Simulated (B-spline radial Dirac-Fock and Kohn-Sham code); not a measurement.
## Ta³⁶⁺: scattering cross sections and density moments

System: tantalum as Ta³⁶⁺, [Kr] 4d1.

Calculated with a radial finite-basis atomic code, using relativistic Hartree-Fock (Dirac-Fock) wave functions, averaged over the configuration.

- Sum of ⟨r⟩: 7.864 bohr
- Sum of ⟨r²⟩: 2.645 bohr²
- Sum of ⟨1/r⟩: 477.56 per bohr
- Langevin diamagnetic susceptibility: -2.09 × 10⁻⁶ cm³/mol
- Lamb shielding (α²/3)Σ⟨1/r⟩: 8477 ppm

Coherent scattering is the Thomson cross section weighted by f₀², without anomalous dispersion; incoherent scattering is Klein-Nishina weighted by S. The Lamb formula is the non-relativistic shielding expression. Electron correlation is left out. A dash stands where the photon energy is too low for the impulse approximation behind that column.

| hν (keV) | coherent (b) | incoherent (b) | incoherent per electron (b) |
| --- | --- | --- | --- |
| 5 | 838.9 | – | – |
| 10 | 680.1 | 2.803 | 0.0758 |
| 17.4793 | 461.0 | 5.588 | 0.151 |
| 20 | 406.9 | 6.381 | 0.172 |
| 50 | 130.3 | 11.60 | 0.313 |
| 100 | 44.65 | 13.75 | 0.372 |
| 200 | 13.37 | 13.24 | 0.358 |
| 1000 | 0.6398 | 7.690 | 0.208 |

Incoherent scattering overtakes coherent scattering between 200 and 1000 keV.
